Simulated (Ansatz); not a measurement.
The same path of CH$_{5}$BrSSi$_{2}$ (10 atoms, charge 0, multiplicity 1) was run twice with different band settings. Lost on the way: Si3–H10. Made: Si3–Si4, Si4–H10.

These are results of Ansatz 0.2.0, RKS PBE/def2-SVP, not measurements.

Relaxed end points:

```xyz
10
Properties=species:S:1:pos:R:3
S -1.934 -0.356 0.208
C -0.303 -0.354 -0.612
Si 1.003 -0.674 0.791
Si 0.487 1.045 -1.647
Br -0.776 2.848 -1.007
H -2.160 0.990 0.069
H -0.228 -1.250 -1.274
H 0.587 -1.917 1.521
H 1.016 0.507 1.718
H 2.390 -0.891 0.236
```

```xyz
10
Properties=species:S:1:pos:R:3
S -2.069 0.411 -0.151
C -0.545 -0.566 -0.295
Si 0.424 -0.538 1.400
Si 1.085 0.423 -0.546
Br 0.905 2.560 -1.179
H -1.971 1.116 -1.320
H -0.668 -1.528 -0.833
H 1.088 -1.825 1.800
H -0.280 0.159 2.521
H 2.115 -0.264 -1.394
```

Common settings: movable images 5; climbing image yes; spring 5.0 eV/Å²; optimiser quadratic models (default); start path IDPP; iteration limit 60; end points relaxed.

| run | force threshold |
| --- | --- |
| 1 | 0.05 eV/Å |
| 2 | 0.5 eV/Å |

(1) What does each run give, and how far can it be trusted?

## Answers

(1) Run 1: converged after 13 iterations, highest image 0.823 eV above the first end. A vibrational analysis at the climbing image gives one clearly imaginary mode, 469i cm⁻¹: a first-order saddle point.
Run 2: converged after 7 iterations, highest image 0.852 eV above the first end. The threshold of 0.5 eV/Å is loose, so the images may lie well off the minimum-energy path. The order of the stationary point at the top wasn't checked.
The orbitals stay closed-shell, which can raise the energy where a bond breaks towards radicals; this wasn't checked here.
